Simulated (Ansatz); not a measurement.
Cartesian coordinates in Å:
```
F 1.577 -1.202 0.047
C 0.281 -0.820 -0.103
F -0.388 -1.949 -0.447
N 0.052 0.306 -0.886
Si -0.438 0.690 0.702
H 0.394 0.515 -1.810
H -1.883 0.880 0.962
H 0.405 1.580 1.535
```

Charge 0, multiplicity 1.

Task: List the PBE0/def2-TZVPP orbital energies in eV (the Gaussian-basis code of Ansatz). (Estimate.)

Result: Computed: Occupied: -1803.55, -674.04, -674.00, -391.72, -282.89, -145.84, -100.54, -100.49, -100.46, -34.87, -33.16, -26.10, -18.45, -16.93, -15.40, -14.93, -13.52, -12.69, -11.84, -11.36, -10.71, -10.60, -8.36, -7.96. Lowest empty: -0.85, 0.95, 1.12, 1.87, 2.18, 3.12, 4.14, 4.28.
